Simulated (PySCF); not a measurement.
Gas-phase reaction: GeH₂Cl₂ + HCl ⇌ GeCl₃ + 3 H

Computed with PySCF (xtb for GFN2) and rigid-rotor harmonic-oscillator thermochemistry at 1 bar. † marks an energy on the PBE0/def2-TZVP geometry and frequencies; other levels use their own. CCSD(T) freezes the core. Open shells (unrestricted): GeCl₃ (multiplicity 2), H (multiplicity 2); the rest are closed-shell singlets. GFN2 has no spin-polarisation term. B3LYP is the form with VWN-RPA correlation. Ge: all electrons, no relativistic terms. GeCl₃: computed as isolated molecules; such fragments, hydroxides, amides, oligomers or adducts are transient or little studied in the gas. CCSD(T) isn't extrapolated to the basis-set limit. The harmonic model lacks anharmonicity and excited electronic states, which grow with temperature; levels with a mode under 35 cm⁻¹ are left out.

```
level              ΔE electronic, kJ  ΔH°(298 K), kJ  ΔS°(298 K), J/K  ΔG°(600 K), kJ
-----------------  -----------------  --------------  ---------------  --------------
B3LYP/def2-TZVP†                 749             705              193             585
BLYP/def2-TZVP†                  726             682              193             563
CCSD(T)/def2-SVP†                741             697              193             577
GFN2-xTB                         786             749              200             624
HF/def2-TZVP†                    592             548              193             428
M06-2X/def2-TZVP†                725             681              193             561
```
ΔH° is lowest at HF/def2-TZVP† and highest at GFN2-xTB. No reference value is set beside these.
